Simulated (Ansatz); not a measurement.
Reaction (formal exchange of groups at a C–F bond): `C[SiH2]C(O)F` + BH₃ → `BC(O)[SiH2]C` + H–F

Isolated molecules relaxed with PBE0-D4/def2-TZVP in Ansatz; ΔE leaves out vibrations. CCSD(T)/CBS adds triple-zeta CCSD(T) − MP2 to the extrapolated MP2 energy (def2 sets, frozen cores). This one scheme is used for every species. Functionals use def2-TZVPP. B3LYP here is the variant with VWN-RPA as its local correlation; programs differ in this. One conformer a species, not always the lowest.

```tsv
level	ΔE (eV)
PBE0-D4	-0.87
B3LYP-D4	-0.72
SCS-MP2/def2-QZVPP	-0.78
CCSD/CBS(def2)	-0.80
```

(1) What does CCSD(T)/CBS give? (Best estimate.)

Largest T1 diagnostic among the species: 0.012.

Results:

(1) Ansatz gave: -0.85 eV. The listed levels differ from it by -0.02, 0.13, 0.07, 0.05 eV.

The D4 term adds −0.09 eV with B3LYP and −0.05 eV with PBE0; it sums over pairs of atoms, weighted by their polarisabilities, and B3LYP, whose exchange is more repulsive, gets the larger term. In def2-TZVPP, CCSD(T) changes the Hartree–Fock value by −0.43 eV (the triples alone add −0.05 eV) and MP2 by −0.53 eV.
